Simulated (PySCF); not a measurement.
Compound: C₂H₅NO₂Si.
SMILES: `N[Si@@]1(O)C=CO1`

Computed, not measured: PySCF 2.14.0, density-fitted response routines, TDDFT B3LYP/def2-SVPD, vertical, gas phase, core orbitals frozen in the response. Geometry: GFN2-xTB, one conformer, isolated molecule. Torsions of this conformer, `[NH2:1][Si@@:2]1([OH:3])[CH:4]=[CH:5][O:6]1`: H–N1–Si2–O3 17°, H–N1–Si2–O3 160°, H–O3–Si2–N1 -170°.

Computed states:

```tsv
state	E (eV)	f
S1	5.26	0.034
S2	5.52	0.015
S3	6.38	0.0066
S4	6.46	0.0076
S5	6.70	0.014
S6	6.76	0.033
S7	6.90	0.026
S8	6.96	0.032
```

Each state is given a Gaussian of 0.25 eV full width at half maximum, with ε(max) = 2.175×10⁸ f / Δν̃ (Δν̃ the width in cm⁻¹). The width is an assumption, not a result. The curve ends short of the highest state used, and states not computed would add to its high-energy end.

Question: What does the envelope look like, and where are its maxima?

Answer: 
| E (eV) | ε (L mol⁻¹ cm⁻¹) |
| --- | --- |
| 4.88 | 6 |
| 4.92 | 22 |
| 4.95 | 52 |
| 4.99 | 145 |
| 5.02 | 286 |
| 5.06 | 622 |
| 5.09 | 1016 |
| 5.12 | 1532 |
| 5.16 | 2342 |
| 5.19 | 2937 |
| 5.23 | 3520 |
| 5.26 | 3694 |
| 5.30 | 3542 |
| 5.33 | 3211 |
| 5.37 | 2676 |
| 5.40 | 2330 |
| 5.43 | 2090 |
| 5.47 | 1916 |
| 5.50 | 1829 |
| 5.54 | 1666 |
| 5.57 | 1470 |
| 5.61 | 1126 |
| 5.64 | 847 |
| 5.67 | 591 |
| 5.71 | 323 |
| 5.74 | 188 |
| 5.78 | 80 |
| 5.81 | 39 |
| 5.85 | 13 |
| 5.88 | 5 |
| 5.91 | 2 |
| 5.95 | 1 |
| 5.98 | 1 |
| 6.02 | 2 |
| 6.05 | 6 |
| 6.09 | 17 |
| 6.12 | 38 |
| 6.16 | 93 |
| 6.19 | 167 |
| 6.22 | 281 |
| 6.26 | 501 |
| 6.29 | 711 |
| 6.33 | 1019 |
| 6.36 | 1233 |

Maxima: 235 nm (5.27 eV), ε about 3700, made up of S1 (98%) (ε in L mol⁻¹ cm⁻¹; maxima over ε = 5, shares over 10%). At its high-energy end, 6.36 eV, the curve is still rising (ε about 1200, from S3 and S4).

Question: What would ε be at 5.27 eV, the highest of these maxima, with half the width (0.125 eV)?

Answer: About 7090 L mol⁻¹ cm⁻¹ against 3700, a factor of about 1.9; a lone state at its own centre would give exactly 2.

Question: Coming from long wavelengths, where does ε first pass 100 L mol⁻¹ cm⁻¹?

Answer: At about 249 nm (4.97 eV), 0.28 eV below S1.

Question: On this curve, what absorbance would a 10⁻³ mol/L sample give at 248 nm over a 1 cm path?

Answer: 248 nm is 4.999 eV, where ε is about 180 L mol⁻¹ cm⁻¹, so A = ε c l ≈ 0.18 (Beer–Lambert, with the gas-phase spectrum and the assumed width).

Time: 34 s; peak memory 0.70 GiB. Hardware: one thread, Arm Neoverse N1 (aarch64), shared host with 64 logical CPUs at a one-minute load of 60.
